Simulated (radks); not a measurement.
Spherical quantum dot in the effective-mass picture: electrons in a hard-walled sphere of radius 5.3, with a point charge +1 (a donor) at the centre, all in effective atomic units (hartree* = m*/eps^2 hartree, bohr* = eps/m* bohr), one dielectric constant everywhere. Calculated with a radial shooting solver with Libxc functionals: non-relativistic Kohn-Sham, LDA (Slater exchange, Perdew-Wang correlation), spin-polarised, spherical densities. Levels are named by radial order and angular momentum (1s, 1p, 1d, 2s, ...), and open shells are averaged over m.

N = 17, configuration 1s2 1p6 1d(up 5, down 4). This is the lowest configuration that the search found. Occupied and some empty levels:

| level | occupation | eigenvalue (hartree*) | <r> (bohr*) |
|---|---|---|---|
| 1s up | 1 | 3.8765 | 3.144 |
| 1s down | 1 | 3.8836 | 3.113 |
| 1p up | 3 | 3.9998 | 3.671 |
| 1p down | 3 | 4.0091 | 3.668 |
| 1d up | 5 | 4.1647 | 3.816 |
| 1d down | 4 | 4.1743 | 3.815 |
| 2s up | 0 | 4.1950 | 2.005 |
| 2s down | 0 | 4.1962 | 2.027 |
| 1f up | 0 | 4.3861 | 3.922 |
| 1f down | 0 | 4.3959 | 3.922 |
| 2p up | 0 | 4.7660 | 2.618 |
| 2p down | 0 | 4.7702 | 2.615 |

Energy (hartree*): total 35.0181, kinetic 9.2041, external -5.0302, Hartree 35.796, exchange-correlation -4.9518.

Electron density:

| r (bohr*) | n(r) (e/bohr*^3) |
|---|---|
| 0.283 | 0.05674 |
| 0.678 | 0.02894 |
| 1.07 | 0.01813 |
| 1.47 | 0.01530 |
| 1.86 | 0.01711 |
| 2.26 | 0.02248 |
| 2.66 | 0.03085 |
| 3.05 | 0.04084 |
| 3.45 | 0.04916 |
| 3.84 | 0.05037 |
| 4.24 | 0.03992 |
| 4.63 | 0.02041 |
| 5.03 | 0.003655 |
